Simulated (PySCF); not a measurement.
Ti (SMILES [Ti]), triplet; DF-B3LYP5/cc-pVTZ (PySCF).

Input for PySCF:
```python
from pyscf import gto, scf, dft

mol = gto.M(
    atom='''
Ti    0.00000000    0.00000000    0.00000000
''',
    basis='cc-pvtz',
    spin=2,
    verbose=4,
)

mf = dft.UKS(mol)
mf.xc = 'b3lyp5'
mf = mf.density_fit(auxbasis='def2-universal-jkfit')
mf.kernel()
```

Output, abridged:

```
PySCF version 2.14.0

[INPUT] verbose = 4
[INPUT] num. atoms = 1
[INPUT] num. electrons = 22
[INPUT] charge = 0
[INPUT] spin (= nelec alpha-beta = 2S) = 2
[INPUT] symmetry False subgroup None
[INPUT] Mole.unit = angstrom
[INPUT] Symbol           X                Y                Z      unit          X                Y                Z       unit  Magmom
[INPUT]  1 Ti     0.000000000000   0.000000000000   0.000000000000 AA    0.000000000000   0.000000000000   0.000000000000 Bohr   0.0

nuclear repulsion = 0
number of shells = 9
number of NR pGTOs = 131
number of NR cGTOs = 68
basis = cc-pvtz
ecp = {}

******** <class 'pyscf.df.df_jk.DFUKS'> ********
method = DFUKS
initial guess = minao
damping factor = 0
level_shift factor = 0
DIIS = <class 'pyscf.scf.diis.CDIIS'>
diis_start_cycle = 1
diis_space = 8
diis_damp = 0
SCF conv_tol = 1e-09
SCF conv_tol_grad = None
SCF max_cycles = 50
direct_scf = False
number electrons alpha = 12  beta = 10
XC library pyscf.dft.libxc version 7.1.2
    S. Lehtola, C. Steigemann, M. J. T. Oliveira, and M. A. L. Marques,  SoftwareX 7, 1–5 (2018)
XC functionals = b3lyp5
    P. A. M. Dirac,  Math. Proc. Cambridge Philos. Soc. 26, 376 (1930)
    F. Bloch,  Z. Phys. 57, 545 (1929)
    A. D. Becke,  Phys. Rev. A 38, 3098 (1988)
    C. Lee, W. Yang, and R. G. Parr,  Phys. Rev. B 37, 785 (1988)
    B. Miehlich, A. Savin, H. Stoll, and H. Preuss,  Chem. Phys. Lett. 157, 200 (1989)
    S. H. Vosko, L. Wilk, and M. Nusair,  Can. J. Phys. 58, 1200 (1980)
radial grids:
    Treutler-Ahlrichs [JCP 102, 346 (1995); DOI:10.1063/1.469408] (M4) radial grids

becke partition: Becke, JCP 88, 2547 (1988); DOI:10.1063/1.454033
pruning grids: <function nwchem_prune>
grids dens level: 3
symmetrized grids: False
atomic radii adjust function: <function treutler_atomic_radii_adjust>
small_rho_cutoff = 0
Set gradient conv threshold to 3.16228e-05
tot grids = 20904
******** <class 'pyscf.df.df.DF'> ********
auxbasis = def2-universal-jkfit
init E= -849.096707889882

cycle= 1 E= -849.284741496857  delta_E= -0.188  |g|= 0.109  |ddm|= 2.15
cycle= 2 E= -849.29163173161  delta_E= -0.00689  |g|= 0.0741  |ddm|= 0.371
cycle= 3 E= -849.293683643024  delta_E= -0.00205  |g|= 0.0192  |ddm|= 0.617
cycle= 4 E= -849.294371957231  delta_E= -0.000688  |g|= 0.0091  |ddm|= 0.134
cycle= 5 E= -849.295208611666  delta_E= -0.000837  |g|= 0.00926  |ddm|= 0.0897
cycle= 6 E= -849.295247688165  delta_E= -3.91e-05  |g|= 0.00926  |ddm|= 0.00402
cycle= 7 E= -849.29606001811  delta_E= -0.000812  |g|= 0.00928  |ddm|= 0.084
cycle= 8 E= -849.292612443598  delta_E= 0.00345  |g|= 0.0122  |ddm|= 0.402
cycle= 9 E= -849.292050903105  delta_E= 0.000562  |g|= 0.00634  |ddm|= 0.129
cycle= 10 E= -849.292091992603  delta_E= -4.11e-05  |g|= 0.00768  |ddm|= 0.0599
cycle= 11 E= -849.291919473122  delta_E= 0.000173  |g|= 0.0118  |ddm|= 0.224
cycle= 12 E= -849.291944827209  delta_E= -2.54e-05  |g|= 0.00849  |ddm|= 0.00672
cycle= 13 E= -849.291890652485  delta_E= 5.42e-05  |g|= 0.00216  |ddm|= 0.0973
cycle= 14 E= -849.291916034675  delta_E= -2.54e-05  |g|= 0.00433  |ddm|= 0.0401
cycle= 15 E= -849.291892148512  delta_E= 2.39e-05  |g|= 0.000529  |ddm|= 0.0476
cycle= 16 E= -849.291893436126  delta_E= -1.29e-06  |g|= 0.000295  |ddm|= 0.00593
cycle= 17 E= -849.291890794833  delta_E= 2.64e-06  |g|= 0.000351  |ddm|= 0.00791
cycle= 18 E= -849.291889397977  delta_E= 1.4e-06  |g|= 0.000209  |ddm|= 0.00893
cycle= 19 E= -849.29188936749  delta_E= 3.05e-08  |g|= 0.000158  |ddm|= 0.00405
cycle= 20 E= -849.291889563709  delta_E= -1.96e-07  |g|= 7.98e-05  |ddm|= 0.00327
cycle= 21 E= -849.291889653974  delta_E= -9.03e-08  |g|= 8.45e-05  |ddm|= 0.000945
cycle= 22 E= -849.291889520974  delta_E= 1.33e-07  |g|= 7.63e-05  |ddm|= 0.00161
cycle= 23 E= -849.291889440821  delta_E= 8.02e-08  |g|= 6.12e-05  |ddm|= 0.00181
cycle= 24 E= -849.291889425504  delta_E= 1.53e-08  |g|= 5.35e-05  |ddm|= 0.00148
cycle= 25 E= -849.29188946642  delta_E= -4.09e-08  |g|= 5.27e-05  |ddm|= 0.000775
cycle= 26 E= -849.291889483889  delta_E= -1.75e-08  |g|= 5.28e-05  |ddm|= 0.00035
cycle= 27 E= -849.291889442426  delta_E= 4.15e-08  |g|= 5.25e-05  |ddm|= 0.000786
cycle= 28 E= -849.291889444197  delta_E= -1.77e-09  |g|= 5.25e-05  |ddm|= 3.58e-05
cycle= 29 E= -849.291889341652  delta_E= 1.03e-07  |g|= 5.11e-05  |ddm|= 0.00173
cycle= 30 E= -849.291889284376  delta_E= 5.73e-08  |g|= 5.09e-05  |ddm|= 0.00103
cycle= 31 E= -849.291889284116  delta_E= 2.6e-10  |g|= 5.09e-05  |ddm|= 3e-05
cycle= 32 E= -849.29188928336  delta_E= 7.56e-10  |g|= 5.09e-05  |ddm|= 6.04e-05
cycle= 33 E= -849.291889281096  delta_E= 2.26e-09  |g|= 5.09e-05  |ddm|= 4.07e-05
cycle= 34 E= -849.29188928945  delta_E= -8.35e-09  |g|= 5.09e-05  |ddm|= 0.000154
cycle= 35 E= -849.291889264741  delta_E= 2.47e-08  |g|= 5.09e-05  |ddm|= 0.000431
cycle= 36 E= -849.291889152764  delta_E= 1.12e-07  |g|= 5.06e-05  |ddm|= 0.00196
cycle= 37 E= -849.291889066417  delta_E= 8.63e-08  |g|= 5.05e-05  |ddm|= 0.00153
cycle= 38 E= -849.291888939873  delta_E= 1.27e-07  |g|= 5e-05  |ddm|= 0.00224
cycle= 39 E= -849.291888673088  delta_E= 2.67e-07  |g|= 4.94e-05  |ddm|= 0.00484
cycle= 40 E= -849.291888529779  delta_E= 1.43e-07  |g|= 4.96e-05  |ddm|= 0.00272
cycle= 41 E= -849.29188855053  delta_E= -2.08e-08  |g|= 4.93e-05  |ddm|= 0.000437
cycle= 42 E= -849.291888506041  delta_E= 4.45e-08  |g|= 4.91e-05  |ddm|= 0.000874
cycle= 43 E= -849.291888447379  delta_E= 5.87e-08  |g|= 4.92e-05  |ddm|= 0.00114
cycle= 44 E= -849.291888461465  delta_E= -1.41e-08  |g|= 4.91e-05  |ddm|= 0.000281
cycle= 45 E= -849.291888405836  delta_E= 5.56e-08  |g|= 4.83e-05  |ddm|= 0.00103
cycle= 46 E= -849.291888376833  delta_E= 2.9e-08  |g|= 4.77e-05  |ddm|= 0.000689
cycle= 47 E= -849.291888436368  delta_E= -5.95e-08  |g|= 4.77e-05  |ddm|= 0.00115
cycle= 48 E= -849.291888434626  delta_E= 1.74e-09  |g|= 4.78e-05  |ddm|= 9.66e-05
cycle= 49 E= -849.291888391507  delta_E= 4.31e-08  |g|= 4.72e-05  |ddm|= 0.00079
cycle= 50 E= -849.291888215236  delta_E= 1.76e-07  |g|= 4.6e-05  |ddm|= 0.00333
SCF not converged.
SCF energy = -849.291888215236 after 50 cycles  <S^2> = 2.0147364  2S+1 = 3.0098082
```

Convergence was not reached.
